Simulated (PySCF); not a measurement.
# Correlation energy of Te (tellurium, neutral)

[Kr] 4d10 5s2 5p4, high-spin 3P determinant. All numbers are calculated (PySCF 2.14, the non-relativistic Hamiltonian (point nucleus), in dyall-av2z). Frozen: [Kr] 4d10; 6 electrons correlated; the 62 highest virtual orbitals of each spin left out.

MP2 pair energies summed by pair of shells (mhartree):

```json
{"pair": "5p-5p", "energy": "-32.33", "share (%)": "47.2"}
{"pair": "5s-5p", "energy": "-30.07", "share (%)": "43.9"}
{"pair": "5s-5s", "energy": "-6.04", "share (%)": "8.8"}
```

Total MP2 correlation energy: -68.44 mhartree.

Same-spin part -16.70 and opposite-spin part -51.74 mhartree; SCS-MP2 scales them by 1/3 and 6/5 to -67.66 mhartree.
